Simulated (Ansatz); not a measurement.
C2H9B2N at its PBE0-D4/def2-TZVP geometry, where that method's forces vanish. Total charge 0; spin multiplicity 1. The bonds changed during the relaxation, so this is another structure than the one it started from.

```
atom    x (Å)    y (Å)    z (Å)
  B1   0.2268  -2.0043   0.6631
  C2  -0.6648  -0.9266  -0.0060
  C3  -0.0251   0.2469  -0.7073
  B4  -0.4558   1.7426  -0.5191
  N5   0.8434   1.0913   0.1742
  H6  -0.2408  -3.0543   0.9999
  H7   1.3821  -1.7939   0.9185
  H8  -1.2960  -0.5557   0.8269
  H9  -1.4104  -1.3812  -0.6693
 H10   0.5280  -0.0401  -1.5989
 H11  -1.3236   1.9719   0.2803
 H12  -0.1762   2.5584  -1.3523
 H13   0.8417   0.8488   1.1538
 H14   1.7706   1.2962  -0.1636
```

(1) For each bond, give half the difference of the two atoms' forces along it (eV/Å; positive pushes the atoms apart) under PBE-D4, r2SCAN-D4, B3LYP-D4, ωB97M-V in def2-TZVPP. (Best estimate.)

Answers

(1) The calculation gave: 
```
  bond  length (Å)  PBE-D4  r2SCAN-D4  B3LYP-D4  ωB97M-V
 B1–C2       1.551   -0.12      -0.03      0.07     0.09
 B1–H6       1.198    0.06      -0.04     -0.11    -0.13
 B1–H7       1.202    0.08      -0.02     -0.11    -0.11
 C2–C3       1.509   -0.03       0.06      0.13     0.13
 C2–H8       1.109    0.19       0.01     -0.07    -0.09
 C2–H9       1.097    0.15      -0.01     -0.08    -0.10
 C3–B4       1.568    0.14       0.13      0.17     0.16
 C3–N5       1.498    0.13       0.27      0.31     0.25
C3–H10       1.088    0.09      -0.08     -0.15    -0.16
 B4–N5       1.610    0.04       0.19      0.30     0.28
B4–H11       1.202    0.02      -0.07     -0.12    -0.13
B4–H12       1.199   -0.01      -0.08     -0.13    -0.14
N5–H13       1.009    0.20      -0.05     -0.10    -0.12
N5–H14       1.008    0.17      -0.06     -0.11    -0.12
```

B3LYP here is the variant with VWN-RPA as its local correlation; programs differ in this.

Program: Ansatz 0.2.0.
